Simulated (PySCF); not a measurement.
Predicted microwave data (PySCF, PBE0-D3(BJ)/def2-SVP geometry optimisation, gas phase) for one isomer of C9H10O:

```
Rotational constants : A = 3627, B = 786.7, C = 651.8 MHz
Dipole components    : |μa| = 2.46 D, |μb| = 2.29 D, |μc| = 0.07 D
Inertial defect      : -6.35 u·Å²
κ                    : -0.91
```

Problem. Which structure is it? (One computed conformer of each.)
A. `[CH2:1]=[CH:2][c:3]1[cH:4][cH:5][cH:6][cH:7][c:8]1[O:9][CH3:10]` with C1–C2–C3–C4 16°, C7–C8–O9–C10 2°
B. `[CH3:1][O:2][c:3]1[cH:4][cH:5][cH:6][c:7]2[c:8]1[CH2:9][CH2:10]2` with C1–O2–C3–C4 0°
C. `[CH3:1][C:2](=[O:3])[c:4]1[cH:5][cH:6][c:7]([CH3:8])[cH:9][cH:10]1` with C1–C2–C4–C5 180° (4'-methylacetophenone)
D. `[CH2:1]=[CH:2][CH2:3][O:4][c:5]1[cH:6][cH:7][cH:8][cH:9][cH:10]1` with C1–C2–C3–O4 128°, C2–C3–O4–C5 79°, C3–O4–C5–C6 2°
E. `[CH3:1][c:2]1[cH:3][cH:4][cH:5][c:6]([CH:7]=[O:8])[c:9]1[CH3:10]` with C5–C6–C7–O8 0°

Solution. C. It is CC(=O)c1ccc(C)cc1, a near-prolate asymmetric top. The candidates at the same level (rigid rotor, commonest isotopes):

```csv
SMILES,A (MHz),B (MHz),C (MHz),μa (D),μb (D),μc (D),Δ (u·Å²),point group,rotor
Cc1cccc(C=O)c1C,2236,1107,747.3,3.52,1.04,0.00,-6.33,Cs,asymmetric top
C=Cc1ccccc1OC,1632,1376,752.1,1.71,0.01,0.00,-4.79,C1,asymmetric top
COc1cccc2c1CC2,2287,1182,791.1,0.99,0.23,0.00,-9.69,Cs,asymmetric top
C=CCOc1ccccc1,3534,725.0,650.4,0.92,0.88,0.31,-63.04,C1,near-prolate asymmetric top
CC(=O)c1ccc(C)cc1,3627,786.7,651.8,2.46,2.29,0.07,-6.35,–,near-prolate asymmetric top
```

`COc1cccc2c1CC2` has B 50 % too high; `Cc1cccc(C=O)c1C` has B 41 % too high; `C=CCOc1ccccc1` has B 8 % too low; `C=Cc1ccccc1OC` has B 75 % too high. No structure here is proved a minimum.
